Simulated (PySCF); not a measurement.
H5PSi, charge -1, doublet, at a GFN2-xTB geometry (a state made from the parent by changing its charge; the spin is typed, not shown lowest); MP2/6-311G** in PySCF.

The PySCF input:
```python
from pyscf import gto, scf, mp

mol = gto.M(
    atom='''
Si   -1.11909809   -0.11289752    0.02233081
P     1.15602004    0.15282726   -0.13415520
H    -2.29260709   -0.93582205   -0.46776480
H    -1.55723131    1.25493495   -0.30971743
H    -1.35069510   -0.26986853    1.48176156
H     1.36139732   -1.18560754    0.15803934
H     2.16620900    0.42451950    0.83737793
''',
    basis='6-311g**',
    charge=-1,
    spin=1,
    verbose=4,
)

mf = scf.UHF(mol)
mf.kernel()

pt = mp.MP2(mf)
pt.kernel()
print('E(MP2) = %.10f' % pt.e_tot)
```

What the program printed (banner, timings and long lists left out):

```
PySCF version 2.14.0

[INPUT] verbose = 4
[INPUT] num. atoms = 7
[INPUT] num. electrons = 35
[INPUT] charge = -1
[INPUT] spin (= nelec alpha-beta = 2S) = 1
[INPUT] symmetry False subgroup None
[INPUT] Mole.unit = angstrom
[INPUT] Symbol           X                Y                Z      unit          X                Y                Z       unit  Magmom
[INPUT]  1 Si    -1.119098090000  -0.112897520000   0.022330810000 AA   -2.114788896624  -0.213345392943   0.042199115040 Bohr   0.0
[INPUT]  2 P      1.156020040000   0.152827260000  -0.134155200000 AA    2.184561270109   0.288801665768  -0.253516586186 Bohr   0.0
[INPUT]  3 H     -2.292607090000  -0.935822050000  -0.467764800000 AA   -4.332399511336  -1.768447375829  -0.883947362712 Bohr   0.0
[INPUT]  4 H     -1.557231310000   1.254934950000  -0.309717430000 AA   -2.942740688498   2.371483359645  -0.585281118704 Bohr   0.0
[INPUT]  5 H     -1.350695100000  -0.269868530000   1.481761560000 AA   -2.552443816792  -0.509977611339   2.800123530308 Bohr   0.0
[INPUT]  6 H      1.361397320000  -1.185607540000   0.158039340000 AA    2.572668081517  -2.240473541819   0.298651069507 Bohr   0.0
[INPUT]  7 H      2.166209000000   0.424519500000   0.837377930000 AA    4.093541738568   0.802225589537   1.582414950455 Bohr   0.0

nuclear repulsion = 88.8166153091428
number of shells = 44
number of NR pGTOs = 130
number of NR cGTOs = 82
basis = 6-311g**
ecp = {}

******** <class 'pyscf.scf.uhf.UHF'> ********
method = UHF
initial guess = minao
damping factor = 0
level_shift factor = 0
DIIS = <class 'pyscf.scf.diis.CDIIS'>
diis_start_cycle = 1
diis_space = 8
diis_damp = 0
SCF conv_tol = 1e-09
SCF conv_tol_grad = None
SCF max_cycles = 50
direct_scf = True
direct_scf_tol = 1e-13
number electrons alpha = 18  beta = 17
Set gradient conv threshold to 3.16228e-05
init E= -632.216095210445

cycle= 1 E= -632.480416662728  delta_E= -0.264  |g|= 0.165  |ddm|= 2.13
cycle= 2 E= -632.507081939054  delta_E= -0.0267  |g|= 0.0581  |ddm|= 0.392
cycle= 3 E= -632.510814470177  delta_E= -0.00373  |g|= 0.024  |ddm|= 0.171
cycle= 4 E= -632.511663689847  delta_E= -0.000849  |g|= 0.00875  |ddm|= 0.0818
cycle= 5 E= -632.511835859192  delta_E= -0.000172  |g|= 0.00374  |ddm|= 0.0507
cycle= 6 E= -632.51188022926  delta_E= -4.44e-05  |g|= 0.00129  |ddm|= 0.0325
cycle= 7 E= -632.511886109824  delta_E= -5.88e-06  |g|= 0.000542  |ddm|= 0.00969
cycle= 8 E= -632.51188728465  delta_E= -1.17e-06  |g|= 0.000184  |ddm|= 0.00462
cycle= 9 E= -632.511887425368  delta_E= -1.41e-07  |g|= 6.46e-05  |ddm|= 0.00177
cycle= 10 E= -632.511887440981  delta_E= -1.56e-08  |g|= 3.07e-05  |ddm|= 0.000465
cycle= 11 E= -632.511887444771  delta_E= -3.79e-09  |g|= 1.37e-05  |ddm|= 0.000232
cycle= 12 E= -632.511887445582  delta_E= -8.11e-10  |g|= 5.12e-06  |ddm|= 0.00013
Extra cycle  E= -632.51188744564  delta_E= -5.8e-11  |g|= 3.58e-06  |ddm|= 2.06e-05
converged SCF energy = -632.51188744564  <S^2> = 0.77270505  2S+1 = 2.0225776

******** <class 'pyscf.mp.ump2.UMP2'> ********
nocc = (np.int64(18), np.int64(17)), nmo = (82, 82)
E(UMP2) = -633.008550677488  E_corr = -0.496663231847951
E(SCS-UMP2) = -633.011070816953  E_corr = -0.49918337131257
E_corr(same-spin) = -0.111706738736505
E_corr(oppo-spin) = -0.384956493111446
E(MP2) = -633.0085506775
```
